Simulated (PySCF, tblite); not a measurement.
Isomers of C6H14O2S. Calculated harmonic vibrations of the isolated species, GFN2-xTB (tblite), most abundant isotopes, no scaling. This tight-binding method is rough: wavenumbers can miss measured ones by several per cent, in bad cases by 10 to 20. One conformer each.

Electronic energies: PBE0/pcSseg-1 single points on the GFN2-xTB geometries (PySCF, gas phase).

```json
{"SMILES": "CC(C)(C)CS(C)(=O)=O", "electronic energy, lowest = 0 (kJ/mol)": "8.5"}
{"SMILES": "CCC(C)(C)S(C)(=O)=O", "electronic energy, lowest = 0 (kJ/mol)": "0.0"}
{"SMILES": "CCCCS(=O)(=O)CC", "electronic energy, lowest = 0 (kJ/mol)": "3.2"}
```

Question: How do GFN2-xTB zero-point energies change the relative energies?

Answer: 
| SMILES | ZPE (kJ/mol) | of it from modes above 1550 cm⁻¹ | electronic (kJ/mol) | with ZPE, lowest = 0 (kJ/mol) | lowest mode (cm⁻¹) | rings |
| --- | --- | --- | --- | --- | --- | --- |
| CCC(C)(C)S(C)(=O)=O | 509.7 | 254.6 | 0.0 | 0.0 | 48 | 0 |
| CCCCS(=O)(=O)CC | 512.2 | 252.9 | 3.2 | 5.8 | 33 | 0 |
| CC(C)(C)CS(C)(=O)=O | 510.0 | 255.1 | 8.5 | 8.8 | 49 | 0 |

The zero-point energies span 2.5 kJ/mol, from `CCC(C)(C)S(C)(=O)=O` to `CCCCS(=O)(=O)CC`. The order is unchanged.

Question: And how do the electronic energies of GFN2-xTB itself compare?

Answer: `CCC(C)(C)S(C)(=O)=O` 0.0; `CCCCS(=O)(=O)CC` 20.9; `CC(C)(C)CS(C)(=O)=O` 11.7 kJ/mol, lowest = 0. Against the energies above, taken from the same isomer `CCC(C)(C)S(C)(=O)=O`, the largest difference is 17.7 kJ/mol.

Question: What do entropy and thermal enthalpy add at 298.15 K and 1 bar (rigid rotor, harmonic oscillator, one conformer each)?

Answer: 
```
             SMILES  point group  symmetry number  S (J/(mol K))  H − H(0) (kJ/mol)  ZPE + H − H(0) − TS (kJ/mol)
CCC(C)(C)S(C)(=O)=O           C1                1          445.0              34.44                         411.4
    CCCCS(=O)(=O)CC           C1                1          459.2              34.09                         409.4
CC(C)(C)CS(C)(=O)=O           C1                1          436.4              33.51                         413.3
```
